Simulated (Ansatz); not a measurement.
NbSF3⁻. The state is a doublet with charge -1. Geometry PBE-D4/def2-SVP, that of the neutral singlet; atoms count from 1.

```xyz
5

Nb   -0.0877    0.0077    0.0182
S     2.0120   -0.1767   -0.4184
F    -1.0021   -1.1964   -1.0721
F    -0.5917    1.7645   -0.3489
F    -0.3305   -0.3990    1.8212
```

In the def2 sets Nb takes a core potential; there is no spin–orbit coupling. The highest occupied level of the charge -1 doublet lies above zero (up to 0.97 eV). By energy differences its removal costs 1.01 eV (vertical, to the charge 0 singlet, at PBE0-D4/def2-TZVPD); a positive level beside a positive removal energy at the same level points to self-interaction error.

Estimate the Mulliken populations from the PBE0/def2-TZVPD orbitals of Ansatz.


```
atom  charge (e)  spin (α − β)  d electrons
 Nb1        1.94          0.89         2.84
  S2       -0.96          0.07            –
  F3       -0.66          0.01            –
  F4       -0.65          0.01            –
  F5       -0.66          0.01            –
```
Mulliken values and Mayer orders depend strongly on the basis. With diffuse functions, as here, like atoms can get unlike values, and bond orders can come out too low or too high.

Where does the spin sit?

Summed by element: Nb 0.89, S 0.07, F 0.04, of 1 unpaired in all. Largest on single atoms: Nb1 0.89, S2 0.07, F5 0.01.

And the Mayer bond orders between bonded heavy atoms (over 0.3)?

Nb1–S2 1.71 (2.15 Å); Nb1–F3 0.51 (1.86 Å); Nb1–F4 0.51 (1.86 Å); Nb1–F5 0.51 (1.86 Å).
